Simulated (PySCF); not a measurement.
Input for PySCF:
```python
from pyscf import gto, scf, dft
from pyscf.geomopt import geometric_solver
from pyscf.hessian import thermo

mol = gto.Mole()
mol.atom = '''
    C     1.38788748   -0.18871710   -0.07552954
    C     0.01390649   -0.00189093   -0.00075680
    F    -0.82492759   -0.96262635    0.05138649
    F    -0.53946843    1.14814921    0.02286463
    H     2.06032533    0.66810189   -0.11785295
    H     1.80847497   -1.19415949   -0.09268913
'''
mol.basis = 'sto-3g'
mol.charge = 1
mol.spin = 1
mol.verbose = 3
mol.build()

def method(m):
    mf = dft.UKS(m)
    mf.xc = 'pbe'
    return mf

conv, mol_eq = geometric_solver.kernel(method(mol), maxsteps=100, convergence_set='GAU_TIGHT')
print('optimisation converged:', conv)
print(mol_eq.tostring(format='xyz'))
mf = method(mol_eq)
mf.kernel()
hess = mf.Hessian().kernel()
freq = thermo.harmonic_analysis(mf.mol, hess)
print('frequencies / cm-1', freq['freq_wavenumber'].round(1))
th = thermo.thermo(mf, freq['freq_au'], 298.15, 101325)
thermo.dump_thermo(mf.mol, th)
```

**Question.** What does this run give for the number of basis functions, harmonic frequencies (imaginary ones negative), nuclear repulsion energy, total energy at the end of the optimisation?

**Answer.** 
```
Property                                                                                                      Result
----------------------------------------------  --------------------------------------------------------------------
number of basis functions                                                                                         22
harmonic frequencies (imaginary ones negative)  366, 381, 490, 531, 777, 911, 969, 1406, 1455, 1486, 3268, 3443 cm⁻¹
nuclear repulsion energy                                                                                 112.6128 Eh
total energy at the end of the optimisation                                                             -272.6681 Eh
```

These values belong to the state on which the SCF converged, which isn't shown to be the lowest.
